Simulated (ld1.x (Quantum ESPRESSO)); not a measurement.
Ranking RRKJ potentials for arsenic (As)

All share these settings but for the change named:

```json
{
  "Element": "arsenic",
  "Generator": "ld1.x (Quantum ESPRESSO) 7.5",
  "Type": "norm-conserving RRKJ (Kleinman–Bylander form)",
  "Functional": "PBE",
  "Relativity": "scalar-relativistic",
  "Frozen core": "[Ar]",
  "Valence charge": "15",
  "Reference configuration": "3d10 4s2 4p1 (charge +2)",
  "Partial waves": "4s (bound): rc 1.50 bohr; 3d (bound): rc 0.85 bohr; 4p (bound): rc 1.75 bohr",
  "Local potential": "the p channel",
  "Core correction": "Bessel-smoothed model core inside 0.80 bohr",
  "rho0": "0.02"
}
```

Test errors are all-electron minus pseudo excitation energies from the reference, over 3d10 4s2 4p3; 3d10 4s2 4p2; 3d10 4s2 4p0; 3d10 4s1 4p4; 3d10 4s2 4p3.3; 3d9 4s2 4p3; 3d10 4s2 4p2.5. None of these files shows a bound ghost.

The base gives 1337.4 meV.

Of 7 variants that were run, those that failed, showed a ghost or another fault, or gave nearly equal values are left out.

A variant can come out equal or close to the base, since the largest error may sit in a test that the change hardly touches while other tests move.

Question: Rank these variants by their largest absolute test error, smallest first.
A. all radii but the core radius scaled by about 1.20 (s 1.80, p 2.08, d 1.02 bohr)
B. all radii but the core radius scaled by about 1.29 (s 1.94, p 2.26, d 1.10 bohr)
C. all radii but the core radius scaled by about 1.37 (s 2.06, p 2.40, d 1.16 bohr)
D. all radii but the core radius scaled by about 0.88 (s 1.32, p 1.54, d 0.74 bohr)

Answer: C (612.1 meV), B (808.2 meV), A (1025.6 meV), D (1349.4 meV).
